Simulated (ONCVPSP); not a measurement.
# Ga: excitation energies, all-electron against ONCV

ONCVPSP 4.0.1 input, shortened (lines: element, Z, core and valence counts, functional; n l f; lmax; l rc ep ncon nbas qcut; lloc lpopt rc5 dvloc0; l nproj debl; icmod fcfact rcfact), PBE, scalar-relativistic:

```
  Ga 31.00    6    2        4      upf
    1    0    2.00
    2    0    2.00
    2    1    6.00
    3    0    2.00
    3    1    6.00
    3    2   10.00
    4    0    2.00
    4    1    1.00
    2
    0    1.85    0.00    4    7    4.10
    1    2.30    0.00    4    7    2.90
    2    2.25    0.38    4    7    3.70
    0    5    1.85    0.00
    0    0    3.70
    1    2    3.10
    2    1    1.60
    3    3.75    1.40
```

Energies are relative to the spin-unpolarised reference configuration 4s2 4p1; without spin polarisation the order of configurations can differ from experiment.

| valence configuration | charge | ΔE all-electron (eV) | error AE − PS (meV) |
| --- | --- | --- | --- |
| 4s2 4p0 | +1 | 5.688 | -13 |
| 4s1 4p0 | +2 | 26.816 | -176 |

**Question.** What are ΔE and the potential's error for 4s2 4p0.5?

**Answer.** ΔE = 2.030 eV all-electron; the error (AE − PS) is -1.5 meV.

**Question.** What are ΔE and the potential's error for 4s1 4p2?

**Answer.** ΔE = 6.538 eV all-electron; the error (AE − PS) is -9.2 meV.

Levels in the configuration 4s2 4p0.5:

```json
{"level": "4s", "all-electron (eV)": "-12.428", "pseudo (eV)": "-12.446"}
{"level": "4p", "all-electron (eV)": "-5.622", "pseudo (eV)": "-5.630"}
```

Note: no bound ghost flagged; GHOST(+) flagged for p at 95.0 eV.
